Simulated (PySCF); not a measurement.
Molecule: SMILES CCC1CCCC1, C7H14.

Molfile (atoms numbered from 1):
```
C7H14
     RDKit          3D

 21 21  0  0  0  0  0  0  0  0999 V2000
    2.7215   -0.4998    0.2066 C   0  0  0  0  0  0  0  0  0  0  0  0
    1.6305    0.5189   -0.0846 C   0  0  0  0  0  0  0  0  0  0  0  0
    0.2648    0.1413    0.4760 C   0  0  0  0  0  0  0  0  0  0  0  0
   -0.7983    1.2363    0.3180 C   0  0  0  0  0  0  0  0  0  0  0  0
   -2.1191    0.4806    0.3932 C   0  0  0  0  0  0  0  0  0  0  0  0
   -1.8438   -0.7625   -0.4530 C   0  0  0  0  0  0  0  0  0  0  0  0
   -0.3718   -1.1186   -0.1672 C   0  0  0  0  0  0  0  0  0  0  0  0
    2.4711   -1.4898   -0.2061 H   0  0  0  0  0  0  0  0  0  0  0  0
    2.8694   -0.6250    1.2914 H   0  0  0  0  0  0  0  0  0  0  0  0
    3.6863   -0.1960   -0.2274 H   0  0  0  0  0  0  0  0  0  0  0  0
    1.9261    1.5008    0.3244 H   0  0  0  0  0  0  0  0  0  0  0  0
    1.5355    0.6642   -1.1762 H   0  0  0  0  0  0  0  0  0  0  0  0
    0.3867   -0.0497    1.5579 H   0  0  0  0  0  0  0  0  0  0  0  0
   -0.6972    1.7108   -0.6749 H   0  0  0  0  0  0  0  0  0  0  0  0
   -0.6992    2.0352    1.0692 H   0  0  0  0  0  0  0  0  0  0  0  0
   -2.9842    1.0639    0.0423 H   0  0  0  0  0  0  0  0  0  0  0  0
   -2.3233    0.1929    1.4392 H   0  0  0  0  0  0  0  0  0  0  0  0
   -1.9687   -0.5077   -1.5182 H   0  0  0  0  0  0  0  0  0  0  0  0
   -2.5362   -1.5919   -0.2445 H   0  0  0  0  0  0  0  0  0  0  0  0
    0.1557   -1.4018   -1.0925 H   0  0  0  0  0  0  0  0  0  0  0  0
   -0.2932   -1.9849    0.5070 H   0  0  0  0  0  0  0  0  0  0  0  0
  1  2  1  0
  2  3  1  0
  3  4  1  0
  4  5  1  0
  5  6  1  0
  6  7  1  0
  7  3  1  0
  1  8  1  0
  1  9  1  0
  1 10  1  0
  2 11  1  0
  2 12  1  0
  3 13  1  0
  4 14  1  0
  4 15  1  0
  5 16  1  0
  5 17  1  0
  6 18  1  0
  6 19  1  0
  7 20  1  0
  7 21  1  0
M  END
```

Geometry PBE0-D3(BJ)/def2-SVP throughout; GIAO in PySCF 2.14.0 with density-fitted response routines, gas phase, one conformer, non-relativistic; equivalent atoms averaged; functional PBE0.

Q: How do the absolute shieldings σ depend on the basis set? (a selection of nuclei; ppm; last column core-seconds on shared hosts with different chips, so compare them loosely)

A: 
```tsv
basis set	functions	C3	C5/C6	C2	C1	H13	H17/H19	H16/H18	H14/H20	H11/H12	core-s
STO-3G	49	195.5	203.2	205.7	214.9	31.44	31.51	31.53	31.65	31.81	5.4
pcSseg-0	91	151.8	164.3	161.5	176.3	31.48	31.39	31.37	31.82	31.65	8.7
6-31G	91	157.4	170.8	168.4	183.5	30.70	30.96	30.92	31.24	31.14	11
6-31G*	126	154.0	166.6	163.7	178.8	30.12	30.39	30.37	30.73	30.55	15
cc-pVDZ	168	152.8	167.4	163.6	180.7	29.78	29.84	29.82	30.28	30.05	20
def2-SVP	168	152.9	166.6	162.9	178.9	29.90	30.01	29.99	30.40	30.21	19
pcSseg-1	189	141.4	155.2	151.6	168.6	29.81	29.79	29.79	30.30	30.08	55
6-311+G(2d,p)	273	142.7	157.6	153.8	171.8	29.86	29.99	29.97	30.48	30.23	44
aug-cc-pVDZ	287	151.2	166.3	161.9	180.4	29.69	29.80	29.79	30.30	30.05	51
def2-TZVP	301	141.8	156.9	153.0	171.2	29.80	29.94	29.92	30.41	30.17	51
```

Q: Which nucleus among those listed moves most, in ppm?

A: C3 (sp3 CH in a ring): from 141.4 ppm with pcSseg-1 to 195.5 ppm with STO-3G. The smallest spread is 1.54 ppm, at H14/H20. Proton shifts span only some 12 ppm, so a few tenths of a ppm matter as much there as several ppm in carbon.

Q: Taking the largest basis, def2-TZVP (301 functions), as the yardstick, rank the others by their worst heavy-atom deviation.

A: 6-311+G(2d,p) 0.9 ppm (273 functions), pcSseg-1 2.6 ppm (189 functions), aug-cc-pVDZ 9.4 ppm (287 functions), pcSseg-0 10.0 ppm (91 functions), cc-pVDZ 10.9 ppm (168 functions), def2-SVP 11.1 ppm (168 functions), 6-31G* 12.2 ppm (126 functions), 6-31G 15.6 ppm (91 functions), STO-3G 53.7 ppm (49 functions).

A small basis that lands close on one nucleus may do so by chance; judge by the trend and by all nuclei.
